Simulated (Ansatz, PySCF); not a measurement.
C2H4F2Si, SMILES F/C=C(/F)[SiH3]. Atoms are numbered in the order given.

```xyz
9

F      1.6886     1.2483    -0.1550
C      1.3841    -0.0452    -0.2931
C      0.1358    -0.4920    -0.1191
F     -0.0659    -1.8242    -0.2830
Si    -1.4061     0.4989     0.3309
H      2.2330    -0.6843    -0.5552
H     -1.0463     1.9321     0.4804
H     -1.9620    -0.0362     1.6048
H     -2.4175     0.3236    -0.7483
```

Geometry: B3LYP-D3(BJ)/def2-SVP. The structure was generated by enumeration; whether it is a known compound was not checked.

Two levels are set side by side: PBE-D3(BJ)/def2-SVP (Ansatz, a quantum-chemistry and plane-wave program) and B3LYP-D3(BJ)/def2-SVP (Ansatz). Each level has its own optimised geometry; the coordinates shown are those of the second. Frequencies come from the Hessian of PySCF at each geometry. Differences are taken from unrounded values.

| quantity | B3LYP-D3(BJ) |
|---|---|
| mean bond length (Å) | 1.435 |
| bond F1–C2 (Å) | 1.336 |
| bond C2–C3 (Å) | 1.337 |
| bond C3–F4 (Å) | 1.357 |
| bond C3–Si5 (Å) | 1.887 |
| bond C2–H6 (Å) | 1.094 |
| bond Si5–H7 (Å) | 1.485 |
| bond Si5–H8 (Å) | 1.489 |
| bond Si5–H9 (Å) | 1.489 |
| highest harmonic wavenumber (cm⁻¹) | 3197 |
| mean harmonic wavenumber (cm⁻¹) | 1083 |
| zero-point energy (kcal/mol) | 32.53 |

Task: What does PBE-D3(BJ) give, and how far is it from B3LYP-D3(BJ)? (An estimate is asked for; the answer gives what the named calculation found.)

Result: 
```
quantity                            PBE-D3(BJ)  PBE-D3(BJ) minus B3LYP-D3(BJ)
----------------------------------  ----------  -----------------------------
mean bond length (Å)                     1.444                          0.009
bond F1–C2 (Å)                           1.341                          0.005
bond C2–C3 (Å)                           1.349                          0.012
bond C3–F4 (Å)                           1.362                          0.004
bond C3–Si5 (Å)                          1.891                          0.004
bond C2–H6 (Å)                           1.104                          0.009
bond Si5–H7 (Å)                          1.499                          0.013
bond Si5–H8 (Å)                          1.503                          0.013
bond Si5–H9 (Å)                          1.503                          0.013
highest harmonic wavenumber (cm⁻¹)        3117                            -80
mean harmonic wavenumber (cm⁻¹)           1048                            -35
zero-point energy (kcal/mol)             31.47                          -1.05
```

Exact exchange shortens and stiffens bonds; PBE has none. Differences between two approximate levels are no errors against the true value.
